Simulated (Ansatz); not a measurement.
Geometry optimisation, RKS PBE0-D4/6-31G* in Ansatz.

The input (input.yaml):

```yaml
crystal:
  periodic: [false, false, false]
  atoms:
    - { symbol: Al, position_ang: [0.536773, -0.342211, -0.1058] }
    - { symbol: F, position_ang: [1.676343, 0.93863, 0.161973] }
    - { symbol: C, position_ang: [-0.340757, -0.541634, -1.826261] }
    - { symbol: "N", position_ang: [0.394451, -1.466097, 1.259016] }
    - { symbol: H, position_ang: [0.179389, 2.391801, 0.783485] }
    - { symbol: O, position_ang: [-0.77075, 2.325767, 0.964382] }
    - { symbol: H, position_ang: [-0.587075, 0.433713, -2.258478] }
    - { symbol: H, position_ang: [-1.273426, -1.108103, -1.727051] }
    - { symbol: H, position_ang: [0.294, -1.072038, -2.546188] }
    - { symbol: H, position_ang: [0.933733, -1.418598, 2.111778] }
    - { symbol: H, position_ang: [-0.23012, -2.259989, 1.276375] }
    - { symbol: H, position_ang: [-0.812561, 2.118659, 1.906669] }
basis:
  gaussian: { orbitals: "6-31G*" }
hamiltonian:
  xc: pbe0
  dispersion: d4
relax:
  f_tol: 0.03
  max_steps: 50
output:
  orbitals: {}
```

Command:

```bash
$ ansatz run input.yaml --threads 2 --pin off --max-ram 3072MiB --backend cpu --events-out ev --progress --plain --runs-dir out
```

Q: Where does it end, and by what steps?

A: The run converged. After 16 steps the energy has fallen by 0.764 eV; H12 moved furthest, 1.33 Å. Joined: Al1–O6 (3.16 → 2.01 Å).

| step | energy less start (eV) | largest force component (eV/Å) | accepted |
| --- | --- | --- | --- |
| 0 | 0.0000 | 1.295 | yes |
| 1 | -0.1272 | 0.918 | yes |
| 2 | -0.2812 | 0.979 | yes |
| 3 | -0.4874 | 0.532 | yes |
| 4 | -0.5842 | 0.653 | yes |
| 5 | -0.6376 | 0.438 | yes |
| 6 | -0.6679 | 0.757 | yes |
| 7 | -0.7068 | 0.266 | yes |
| 8 | -0.7357 | 0.354 | yes |
| 9 | -0.7497 | 0.505 | yes |
| 10 | -0.7536 | 0.523 | yes |
| 11 | -0.7626 | 0.048 | yes |
| 12 | -0.7631 | 0.052 | yes |
| 13 | -0.7634 | 0.037 | yes |
| 14 | -0.7638 | 0.031 | yes |
| 15 | -0.7640 | 0.031 | yes |
| 16 | -0.7642 | 0.029 | yes |

```xyz
12
Properties=species:S:1:pos:R:3
Al 0.475 0.079 -0.103
F 1.965 0.850 -0.093
C -0.368 -0.392 -1.797
N 0.176 -0.882 1.453
H -0.013 2.252 1.086
O -0.580 1.507 0.832
H -0.486 0.486 -2.445
H -1.365 -0.830 -1.659
H 0.234 -1.124 -2.352
H 0.968 -1.096 2.049
H -0.427 -1.698 1.438
H -0.577 0.849 1.592
```

Time of the run: 39 s on 2 threads of Intel(R) Xeon(R) Platinum 8488C (Sapphire Rapids), on a shared host, peak memory 0.21 GiB.
